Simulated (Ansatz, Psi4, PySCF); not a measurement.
H₃O₃Si (SMILES O[Si](O)O), doublet, geometry from GFN2-xTB. Base run: MP2/aug-cc-pVDZ (PySCF).

Input for PySCF:
```python
from pyscf import gto, scf, mp

mol = gto.Mole()
mol.atom = '''
    O    -0.843175   -0.876036   -0.914558
    Si   -0.169416   -0.080382    0.342912
    O    -0.285085    1.517739   -0.033164
    O     1.370660   -0.579478    0.490977
    H    -1.581782   -0.473457   -1.362889
    H     0.234136    2.152053    0.452111
    H     1.780269   -1.051053   -0.236026
'''
mol.basis = 'aug-cc-pvdz'
mol.charge = 0
mol.spin = 1
mol.verbose = 4
mol.build()

mf = scf.UHF(mol)
mf.kernel()

pt = mp.MP2(mf)
pt.kernel()
print('E(MP2) = %.10f' % pt.e_tot)
```

The same geometry, method and basis name were run in Ansatz (a program for electronic structure) and Psi4 and PySCF, at each program's defaults and at the settings that a row names. The base is PySCF at its defaults. Differences at the defaults can come from grids, fitting, cores and function types together.

```
code and settings                                                                                     ΔE vs base (mEh)  basis functions      E (Eh)  SCF cycles
----------------------------------------------------------------------------------------------------  ----------------  ---------------  ----------  ----------
PySCF, defaults (exact integrals, spherical functions, all electrons correlated)                                 0.000              123  -516.10768          12
Psi4, defaults (density fitting with its default set, spherical functions, all electrons correlated)             0.154              123  -516.10752          14
Ansatz, defaults (factorised integrals, spherical functions, frozen core)                                       20.015              123  -516.08766           -
PySCF, frozen core                                                                                              20.010              123  -516.08767          12
Psi4, exact integrals, spherical functions, frozen core                                                         20.010              123  -516.08767          14
Ansatz, high accuracy, frozen core                                                                              20.010              123  -516.08767           -
```

Open shells are given as the SCF converged; they aren't shown to be the lowest states, and a large step between rows can be another state.
